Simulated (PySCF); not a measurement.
The same groups moved round the core (silole mercapto). All species are isolated molecules in the gas phase. One relaxed conformer stands for each flexible species; it need not be the lowest. Strings in code marks are SMILES.

Computed with PBE0-D3(BJ)/def2-TZVP (PySCF). All candidates: neutral, multiplicity 1. Excitations are Tamm–Dancoff values on a coarser integration grid. The basis has no diffuse functions, so Rydberg states are missing or too high.

```yaml
HOMO–LUMO gap: 4.81 eV
T1 excitation (TDA): 2.57 eV
LUMO: -1.62 eV
```

Q: Say which member has these values.
A. `SC1=C[SiH2]C=C1` (H–S–C–C torsion 180°)
B. `SC1=CC=C[SiH2]1` (H–S–C–Si torsion 0°)
C. `S[SiH]1C=CC=C1` (H–S–Si–C torsion 54°)

A: A, `SC1=C[SiH2]C=C1` (H–S–C–C torsion 180°). The others give `SC1=CC=C[SiH2]1` (H–S–C–Si torsion 0°): 4.47 eV, 2.26 eV, -1.60 eV; `S[SiH]1C=CC=C1` (H–S–Si–C torsion 54°): 5.03 eV, 2.56 eV, -1.85 eV
